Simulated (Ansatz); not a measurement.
Compounds of Si with 4 ligands, in which Cl is traded for OH. Quantity: proton affinity at O, 298 K, in kcal/mol. Structures are relaxed separately at B3LYP-D3(BJ)/def2-TZVP in Ansatz (a quantum-chemistry and plane-wave program), one conformer each, not searched for the lowest. Frequencies are from Ansatz. Correlated levels leave the core frozen unless marked. No spin-orbit coupling. Non-relativistic. CBS marks a two-point X^-3 extrapolation of the correlation energy; Hartree-Fock from the larger set. The bracket is a focal-point correction in the basis named. Rows marked 298 K are enthalpies with B3LYP-D3(BJ) harmonic zero-point and thermal terms. The first level has limits of its own.

```tsv
n(OH)	species (SMILES)	RI-MP2/CBS(cc-pV(T+d)Z,cc-pV(Q+d)Z)+[CCSD(T)-MP2]/cc-pV(T+d)Z (Ansatz)	PBE/def2-TZVPD (Ansatz)	r2SCAN-D4/def2-TZVPD (Ansatz + dftd4)
1	O[Si](Cl)(Cl)Cl, to [OH2+][Si](Cl)(Cl)Cl	167.8	168.2	167.7
2	O[Si](O)(Cl)Cl, to O[Si]([OH2+])(Cl)Cl	?	?	?
3	O[Si](O)(O)Cl, to O[Si](O)([OH2+])Cl	179.0	178.6	179.2
4	O[Si](O)(O)O, to O[Si](O)(O)[OH2+]	186.1	185.6	186.6
```

Question: Fit a straight line through the known rows at each level by least squares, predict the withheld row (n(OH) = 2), and compare with the run.

Answer: 
- The known rows have mean n(OH) = 2.66667 and Σ(n(OH) - mean)² = 4.6667.
- RI-MP2/CBS(cc-pV(T+d)Z,cc-pV(Q+d)Z)+[CCSD(T)-MP2]/cc-pV(T+d)Z: mean 177.633, Σ(n(OH) - mean)(y - mean) = 28.133, slope 6.028 kcal/mol a step; the line gives 177.633 + (6.028)×(2 - 2.66667) = 173.6; the run gives 173.4, -0.2 from the line, whose largest residual on the known rows is 0.6.
- PBE/def2-TZVPD: mean 177.467, Σ(n(OH) - mean)(y - mean) = 26.667, slope 5.714 kcal/mol a step; the line gives 177.467 + (5.714)×(2 - 2.66667) = 173.7; the run gives 173.3, -0.4 from the line, whose largest residual on the known rows is 0.8.
- r2SCAN-D4/def2-TZVPD: mean 177.833, Σ(n(OH) - mean)(y - mean) = 29.033, slope 6.221 kcal/mol a step; the line gives 177.833 + (6.221)×(2 - 2.66667) = 173.7; the run gives 173.4, -0.3 from the line, whose largest residual on the known rows is 0.7.
- PBE minus the first level along the series: +0.4, -0.1, -0.4, -0.5 kcal/mol.
